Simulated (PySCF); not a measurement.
## Computed vibrations of [Pm(H2CO)]3+

[Pm(H2CO)]3+ (singlet in the valence; each metal's 4f electrons, 4 of them, lie in its core potential, out of spins and levels). PySCF 2.14.0, RKS PBE0, Pm lcecp-1-SVP with ECP50, O def2-SVP, C def2-SVP, H def2-SVP; non-relativistic Hamiltonian with scalar-relativistic core potentials where named; density fitting; no spin-orbit coupling. Central differences of gradients.

```xyz
5

Pm    0.0000    0.0000   -0.4744
O     0.0000    0.0000    1.6628
C     0.0000    0.0000    2.9290
H     0.9707    0.0000    3.4738
H    -0.9707    0.0000    3.4738
```

Run from Python with OMP_NUM_THREADS=2. Where DIIS fails, smearing, a level shift and second-order steps follow.
It took 26 s on 2 threads of Arm Neoverse V1 (shared host).

Q: What are the harmonic wavenumbers and infrared intensities?

A: Modes are labelled in C2v; negative numbers are unstable modes, those under 60 cm⁻¹ near the noise; a finer grid moves soft modes by up to 10 cm⁻¹.
| cm⁻¹ | km/mol | symmetry |
| --- | --- | --- |
| 251 | 61.3 | b2 |
| 271 | 67.5 | b1 |
| 424 | 30.7 | a1 |
| 1174 | 19.7 | b2 |
| 1245 | 5.5 | b1 |
| 1439 | 287.3 | a1 |
| 1558 | 293.0 | a1 |
| 3012 | 95.3 | a1 |
| 3165 | 91.3 | b2 |

Q: Is this a minimum?

A: Yes. Ideal gas at 298.15 K and 1 bar: S = 294.3 J/(mol K), Cp = 56.1 J/(mol K), H − H(0 K) = 13.3 kJ/mol (rigid rotor, harmonic modes, spin degeneracy alone, that of the 4f electrons in the core included).

An lcecp potential fixes the number of 4f electrons, so in runs with it no electron can move into or out of that shell.
